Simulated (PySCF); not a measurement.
Sr: excitation energy

Sr [Kr] 5s2 (1S) → Sr [Kr] 5s1 5p1 (3P), as a difference of total energies. Calculation: PySCF 2.14, in aug-cc-pwCVTZ-X2C; scalar relativity by spin-free X2C-1e. Correlated levels: valence: [Kr] frozen. The calculations carry no spin-orbit coupling.

| method | excitation energy (eV) | error (eV) |
| --- | --- | --- |
| UHF | 0.971 | -0.852 |
| MP2 (valence) | 1.440 | -0.383 |
| SCS-MP2 (valence) | 1.574 | -0.249 |
| CCSD (valence) | 1.574 | -0.249 |

Reference: 1.823 eV (measured; NIST levels, between the centres of gravity of the two terms).

Errors of the correlated levels include the incompleteness of this basis and the frozen core.

With two correlated electrons CCSD is exact in that space.
